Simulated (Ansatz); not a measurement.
# A family of molecules: the HOMO–LUMO gap

Gas-phase molecules, one atom swapped for its congeners: SiH2(CH3)(GeH3); SiH2(GeH3)(SiH3); SiH2(GeH3)2. All are singlets with charge 0.

Shapes, held fixed at every level: PBE0-D4/def2-TZVP. Programs: Ansatz 0.2.0. Values in eV.

(1) How should the HOMO–LUMO gap change along the series?

Results:

(1) At wB97X-V/def2-TZVPP the HOMO–LUMO gap isn't monotonic: it is largest for C and smallest for Si (12.41 and 11.97 eV). Every level shows the same order. Relativity is left out for Ge. Orbital gaps aren't excitation energies, and the LUMO depends on the basis.

```
                level  SiH2(CH3)(GeH3)  SiH2(GeH3)(SiH3)  SiH2(GeH3)2
    PBE-D4/def2-TZVPP             6.35              5.92         5.99
  B3LYP-D4/def2-TZVPP             7.83              7.40         7.43
  BHLYP-D4/def2-TZVPP            10.01              9.62         9.64
r2SCAN0-D4/def2-TZVPP             8.63              8.08         8.14
   wB97M-V/def2-TZVPP            11.88             11.46        11.51
   wB97X-V/def2-TZVPP            12.41             11.97        11.99
```
